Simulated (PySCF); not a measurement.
Input file for PySCF: R-MP2/6-31G* on C2H3N (SMILES CC#N) with ghost functions, monomers drawn apart or pushed together.

```python
from pyscf import gto, scf, dft, mp
from pyscf.data.elements import chemcore

mol = gto.M(
    atom='''
    C    -0.25517580    1.33692632    5.29753503
    C     0.42042913    0.05844856    5.44026584
    N     0.95373710   -0.95758594    5.51710511
    H    -1.20031291    1.32664395    5.84094836
    H     0.36927051    2.13938675    5.69099630
    H    -0.44289657    1.50327788    4.23484439
    ghost-N   -0.05341501    0.00409944    0.17064993
    ghost-H    0.64985827    0.30730519   -0.49366318
    ghost-H    0.37040848   -0.71429221    0.74933568
    ghost-H   -0.79547741   -0.43773557   -0.36034019
    ''',
    basis='6-31g*',
    cart=True,
    charge=0, spin=0, verbose=3, max_memory=1800)
mf = scf.RHF(mol)
mf.conv_tol = 1e-8
mf.max_cycle = 100
mf.kernel()
if not mf.converged:
    mf = mf.newton().run(mf.mo_coeff, mf.mo_occ)
pt = mp.MP2(mf, frozen=chemcore(mol)).run()
```

Problem. What total energy does the run end on?

Solution. -132.3362 hartree.
